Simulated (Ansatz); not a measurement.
Diatomic InF, closed-shell singlet (the spin of the measured ground state). No spin–orbit coupling.

Constants: fifth-degree fit in 1/R to seven points, most abundant isotopes. Runs in def2 and cc sets follow the lowest solution found near the PBE0 minimum. The singlet is held restricted.

Correlated levels freeze the inner cores; with def2 sets outer-core shells near the valence are correlated too. CBS(a, b) extrapolates the correlation energy as X⁻³ and adds the Hartree–Fock energy of set b.

Run with Ansatz (Gaussian basis) for Hartree–Fock, density functionals and correlated methods. Each number belongs to the level named beside it. In def2 rows elements past Kr take small-core potentials, without spin–orbit coupling.

Quantity: r_e, from seven points a level.

Costs are ratios of core time to PBE/def2-TZVPP (roughly 6 s), for whole runs (searches for the state included, and forces where a run took them) on one shared machine, so rough; each error counts from the measured 1.9854 Å [microwave values compiled in ACS Omega 2, 8373 (2017)].

| level | basis functions | cost |
|---|---|---|
| SVWN5/def2-TZVPP | 81 | ×0.8 |
| PBE/def2-TZVPP | 81 | ×1 |
| BHLYP/def2-TZVPP | 81 | ×1 |
| B3LYP/def2-TZVPP | 81 | ×1 |
| CAM-B3LYP/def2-TZVPP | 81 | ×1 |
| r2SCAN/def2-TZVPP | 81 | ×2 |
| B2PLYP/def2-TZVPP | 81 | ×2 |
| wB97X-V/def2-TZVPP | 81 | ×3 |
| wB97M-V/def2-TZVPP | 81 | ×3 |
| CCSD(T)/def2-TZVPP | 81 | ×4 |
| CCSD(T)/def2-QZVPP | 139 | ×10 |
| CCSD(T)/CBS(def2-TZVPP, def2-QZVPP) | - | ×20 |

Question: What does the step from CCSD(T)/def2-TZVPP to CCSD(T)/def2-QZVPP cost and buy?

Answer: 81 to 139 functions, cost ×3 (rough); the error goes from 0.003 to 0.000 Å.

Each error (Å): SVWN5/def2-TZVPP -0.004; PBE/def2-TZVPP 0.035; BHLYP/def2-TZVPP 0.000; B3LYP/def2-TZVPP 0.026; CAM-B3LYP/def2-TZVPP 0.008; r2SCAN/def2-TZVPP 0.008; B2PLYP/def2-TZVPP 0.016; wB97X-V/def2-TZVPP 0.007; wB97M-V/def2-TZVPP 0.007; CCSD(T)/def2-TZVPP 0.003; CCSD(T)/def2-QZVPP 0.000; CCSD(T)/CBS(def2-TZVPP, def2-QZVPP) -0.002.

Ansatz is an electronic-structure program.
